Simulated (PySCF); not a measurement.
isocyanic acid anion (CHNO), SMILES N=C=O (connectivity only; charge and spin as stated), charge -1, multiplicity 2. Atoms are numbered in the order given.

```xyz
4

N     -0.2266     1.1380     0.0000
C      0.3157    -0.0427     0.0000
O     -0.1009    -1.1944     0.0000
H      0.4997     1.8450     0.0000
```
Charge -1, spin multiplicity 2.

Geometry optimised at B3LYP-D3(BJ)/def2-TZVPD. The spin state was assumed, not searched.

Two levels are set side by side: PBE/pcH-1 (PySCF) and B3LYP/pcH-1 (PySCF). Contact hyperfine couplings, same geometry. Differences are taken from unrounded values.

```json
[
 {"quantity": "A(iso) of 14N, atom N1 (MHz)", "B3LYP": "-2.1"},
 {"quantity": "A(iso) of 13C, atom C2 (MHz)", "B3LYP": "247.8"},
 {"quantity": "A(iso) of 17O, atom O3 (MHz)", "B3LYP": "-64.5"},
 {"quantity": "A(iso) of 1H, atom H4 (MHz)", "B3LYP": "51.7"}
]
```

What does PBE give, and how far is it from B3LYP? (The exact figures need the calculation; the answer reports its results.)


```
quantity                        PBE  PBE minus B3LYP
----------------------------  -----  ---------------
A(iso) of 14N, atom N1 (MHz)    0.2              2.4
A(iso) of 13C, atom C2 (MHz)  225.6            -22.2
A(iso) of 17O, atom O3 (MHz)  -56.1              8.4
A(iso) of 1H, atom H4 (MHz)    48.0             -3.6
```

Rough cost on one machine, each run with all the roots and properties that it gave: B3LYP against PBE within a factor of 2.
